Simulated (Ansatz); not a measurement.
System: sum formula SiHF, net charge 0, singlet state. 
Coordinates optimised at B3LYP-D3(BJ)/def2-TZVP (Ansatz, a first-principles code):
SMILES: F[SiH]
```xyz
3

Si    -0.2468    -0.3148     0.4521
H     -0.9813    -1.2112    -0.5591
F      0.4929     0.6243    -0.6411
```

Basis-set convergence of Hartree-Fock and MP2 correlation energies (hartree) with Ansatz. Correlated levels leave the core frozen unless marked. Spin-orbit coupling is left out. Non-relativistic.

The Hartree-Fock reference is unstable (checked in the largest basis), which strains HF and MP2. 

```tsv
basis	functions	E(HF)	E(corr, MP2)
def2-SVPD	55	-388.78302	-0.28232
def2-TZVPPD	105	-389.01006	-0.35533
def2-QZVPPD	175	-389.02331	-0.38558
```

Extrapolating the two largest sets (X = 3 and 4) as X^-3: E(corr) = (64·(-0.38558) - 27·(-0.35533))/37 = -0.4077 Eh, an estimate of the basis-set limit. The largest set recovers 94.6 % of it, the smallest 69.3 %.
